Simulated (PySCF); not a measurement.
# A scan of SnF with bad points

TPSSh; PySCF, scalar-relativistic core potentials, basis sets Sn def2-TZVPPD with ECP28, F def2-TZVPPD; doublet, unpaired electrons π ↑ requested.

| R (Å) | E (eV) | ⟨S²⟩ | ⟨Lz²⟩ | μ (D) |
| --- | --- | --- | --- | --- |
| 1.684 | 1.219 | 0.75 | 1.01 | -0.87 |
| 1.762 | 0.533 | 0.75 | 1.01 | -1.37 |
| 1.841 | 0.166 | 0.75 | 1.01 | -1.87 |
| 1.899 | 0.038 | 0.75 | 1.01 | -2.24 |
| 1.958 | 0.000 | 0.75 | 1.01 | -2.61 |
| 2.017 | 0.029 | 0.75 | 1.01 | -2.97 |
| 2.095 | 0.143 | 0.75 | 1.01 | -3.45 |
| 2.193 | 0.363 | 0.75 | 1.01 | -4.03 |
| 2.310 | 0.689 | 0.75 | 1.01 | -4.71 |
| 2.467 | 6.035 | 1.73 | 1.00 | -0.33 |

The run flagged 2.467 Å: there the SCF missed its convergence threshold, so the fit leaves that out.
